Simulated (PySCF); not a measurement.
Working out the ionisation energy of Br²⁺

Br²⁺ [Ar] 3d10 4s2 4p3 (4S) → Br³⁺ [Ar] 3d10 4s2 4p2 (3P). Calculation: PySCF 2.14, in x2c-QZVPPall (11s8p5d4f1g, 97 functions); scalar relativity by spin-free X2C-1e. Frozen: [Ar] 3d10. Energies in hartree (1 hartree = 27.21139 eV):

```csv
part,Br²⁺ (lower),Br³⁺ (upper)
UHF,-2603.365489,-2602.092331
CCSD correlation,-0.098126,-0.078929
(T),-0.002760,-0.001599
```

Task: What does Hartree-Fock give?

Result: (-2602.092331) − (-2603.365489) = 1.273158 hartree = 34.644 eV.

Task: What do CCSD and CCSD(T) give?

Result: The CCSD correlation energies differ by 0.019197 hartree = 0.522 eV and the triples by 0.001161 hartree = 0.032 eV, so CCSD gives 35.166 eV and CCSD(T) 35.198 eV.

A first-order spin-orbit estimate adds -0.425 eV to CCSD(T) (valence), giving 34.773 eV against 34.871 ± 0.019 eV (measured; NIST Atomic Spectra Database, ionization energies).

What remains against the reference includes basis incompleteness, the frozen core and higher excitations.
